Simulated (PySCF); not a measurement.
Spin states of AgO

Unrestricted PBE0; PySCF, scalar-relativistic core potentials, basis sets Ag cc-pVDZ-PP with ECP28, O cc-pVDZ. Outer shells of the fragments: Ag 4d10 5s1; O 2s2 2p4.

Followed along the bond (rough minima from three points):

```csv
2Ms+1,unpaired,⟨S²⟩ at the start,R at minimum (Å),Te (eV)
2,π ↑,0.78,1.99,0.00
2,σ ↑,0.77,1.92,1.22
4,"σ ↑, π ↑↑",3.76,none in the scan,≤ 1.79
```

Solutions found at the starting distance of 1.935 Å, counted from the lowest of them; the search is not exhaustive and high or unbound solutions are not listed, so other states can lie among these:

```
2Ms+1   unpaired   term  E (eV)  ⟨S²⟩  ⟨Lz²⟩  μ (D)
    2        π ↑     ²Π    0.00  0.78   1.01  -4.27
    2        σ ↑    ²Σ⁺    1.19  0.77   0.00  -5.33
    4  σ ↑, π ↑↑    ⁴Σ⁻    1.92  3.76   0.00   1.12
    4  σ ↑↑, π ↑     ⁴Π    2.02  3.76   1.01   0.19
    2  σ ↓, π ↑↑  mixed    2.12  1.76   0.00   1.29
    2  σ ↑, π ↑↓  mixed    2.60  1.76   2.01   0.92
```

A term symbol is given only where ⟨S²⟩ and ⟨Lz²⟩ are close to those of a pure state; real π, δ and φ orbitals otherwise mix terms. A positive dipole means Ag(−)O(+).

Spin–orbit coupling is left out. Counting both spins, an empty level lies below a filled one in some of these solutions, because spin and occupation are held. The state is the lowest single determinant that the PBE0 search found; with open d or f shells the true ground state can be another one.
